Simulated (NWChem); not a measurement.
Molecule: C3H4BFO; SMILES CC#CB(O)F

```xyz
10

C     -0.0327     3.0170     0.0074
C     -0.0110     1.5669    -0.0115
C      0.0100     0.3493    -0.0249
B      0.0261    -1.1768    -0.0440
O      1.1644    -1.8639     0.1785
F     -1.1029    -1.8539    -0.2845
H      0.0255     3.3918     1.0415
H     -0.9568     3.4099    -0.4441
H      0.8241     3.4311    -0.5467
H      1.0265    -2.8174     0.1365
```
Atoms are numbered in this order, from 1.

All runs: NWChem. Pople sets run with spherical d functions. Geometry: optimised at PBE0/def2-SVP. B3LYP is NWChem's, with the RPA form of VWN correlation. Atomic charges in e: unrestrained fits to the electrostatic potential beside Mulliken populations; buried atoms are poorly determined by the fit.

For level Hartree-Fock/6-31G*:

| Quantity | Result |
|---|---|
| Mulliken C1 | -0.57 |
| ESP B4 | 1.04 |
| Mulliken B4 | 0.79 |
| ESP O5 | -0.75 |
| Mulliken O5 | -0.71 |

Q: What are these values for level B3LYP/def2-SVP?

A: 
| Property | Result |
|---|---|
| Mulliken C1 | 0.08 |
| ESP B4 | 0.85 |
| Mulliken B4 | -0.02 |
| ESP O5 | -0.64 |
| Mulliken O5 | -0.10 |
